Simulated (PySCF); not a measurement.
C4H9N3Si.
Numbering: `[CH3:1][CH2:2][n:3]1[n:4][n:5][cH:6][c:7]1[SiH3:8]`

Geometry (GFN2-xTB, Å), atoms numbered from 1 in this order:
```
atom  x, y, z in Å
C1     2.031   -0.599    0.364
C2     1.257   -0.116   -0.860
N3     0.188    0.767   -0.488
N4     0.332    2.079   -0.603
N5    -0.732    2.653   -0.177
C6    -1.596    1.712    0.228
C7    -1.026    0.462    0.038
Si8   -1.706   -1.242    0.387
H9     1.378   -1.157    1.031
H10    2.847   -1.245    0.052
H11    2.441    0.251    0.904
H12    0.844   -0.966   -1.409
H13    1.917    0.455   -1.517
H14   -2.560    1.962    0.622
H15   -1.133   -1.741    1.641
H16   -3.157   -1.126    0.491
H17   -1.333   -2.137   -0.713
```

Probes without a nucleus sit at each ring's centroid and 1 Å off its mean plane on both sides; NICS is minus the shielding there, NICSzz its component along the normal. Level: GIAO PBE0/pcSseg-1 (PySCF, non-relativistic, gas phase) on the GFN2-xTB geometry, one conformer.

Ring bond lengths (Å), with Mayer bond orders in brackets: N3–N4 1.325 (1.20), N4–N5 1.282 (1.45), N5–C6 1.340 (1.39), C6–C7 1.387 (1.41), C7–N3 1.358 (1.09).

Q: Give the NICS values of each ring in ppm.

A: 
```json
{"ring": "N3–N4–N5–C6–C7", "type": "5-membered ring with 3 N; formal bonds all aromatic", "NICS(0)": "-13.1", "NICS(1), two faces": "-13.5 / -13.6", "NICS(1)zz, two faces": "-33.9 / -34.7", "rms pucker (Å)": "0.00", "centre to ring atoms, mean (Å)": "1.14"}
```

Q: What can be read from them?

A: 
- N3–N4–N5–C6–C7: mean NICS(1)zz -34.3 ppm, shielded, aromatic by this magnetic criterion (flat ring, no four-coordinate atom).

Q: How equal are the bonds by HOMA? HOMA = 1 − mean of α(R − Ropt)² over the ring bonds, with Krygowski's 1993 parameters (CC: Ropt 1.388 Å, α 257.7 Å⁻²; CN: Ropt 1.334 Å, α 93.52 Å⁻²; NN: Ropt 1.309 Å, α 130.33 Å⁻²).

A: 
- N3–N4–N5–C6–C7: HOMA 0.96; the largest term is that of N4–N5, α(R − Ropt)² = 0.10. The geometric and the magnetic index point the same way.

Q: What is the mean of the two in-plane components of NICS at the second NICS(1) probe listed for ring N3–N4–N5–C6–C7, 1 Å off the ring?

A: The isotropic value is a third of the trace: (3 × -13.6 − (-34.7))/2 = -3.0 ppm.

Q: How shielded are the nuclei of the rings and their hydrogens (means over atoms taken as equivalent)?

A: 
```tsv
atoms	environment	σ isotropic (ppm)	principal values of the symmetric part, first atom (ppm)
N3	pyrrole-type nitrogen	-15.6	-174.5, 17.9, 109.9
N4	pyridine-type nitrogen	-148.7	-399.6, -143.1, 96.5
N5	pyridine-type nitrogen	-116.8	-360.3, -176.6, 186.4
C6	aromatic CH next to a ring nitrogen	38.4	-46.7, 50.6, 111.3
C7	substituted aromatic carbon	59.9	-14.2, 37.3, 156.6
H14	aromatic hydrogen	23.77	21.2, 22.8, 27.4
```
